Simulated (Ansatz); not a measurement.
Reactions of `O[SiH]1CS[SiH2]1`.

Gas-phase electronic energies from Ansatz, PBE0-D4/def2-TZVP geometries. CBS: MP2 limit from def2 TZ/QZ plus the TZ coupled-cluster correction, frozen cores. This one scheme is used for every species, atoms too. Open shells (•) are unrestricted, without spin–orbit coupling. Spin–orbit coupling would lower the free atoms: a little for C, O, S, Si. Each species was taken in one conformer, which may not be the lowest.

```csv
reaction,CCSD(T)/CBS(def2) (kJ/mol)
`O[SiH]1CS[SiH2]1` → `O[Si]1(S)C[SiH2]1`,47
`O[SiH]1CS[SiH2]1` → `[SiH3]S[SiH]1CO1`,90
`O[SiH]1CS[SiH2]1` → `[SiH3]OC1[SiH2]S1`,?
`O[SiH]1CS[SiH2]1` → C• + 6 H• + O• + S• + 2 Si•,3847
`O[SiH]1CS[SiH2]1` + H₂ → `C1[SiH2][SiH2]S1` + H₂O,67
`O[SiH]1CS[SiH2]1` → `SC1O[SiH2][SiH2]1`,187
`O[SiH]1CS[SiH2]1` → `OC1([SiH3])[SiH2]S1`,?
```

Fill in the missing values. (An estimate is asked.)

Computed: `O[SiH]1CS[SiH2]1` → `[SiH3]OC1[SiH2]S1`: +145.5 kJ/mol; `O[SiH]1CS[SiH2]1` → `OC1([SiH3])[SiH2]S1`: +224.8 kJ/mol.

Largest T1 diagnostic: 0.014, for `OC1([SiH3])[SiH2]S1`.
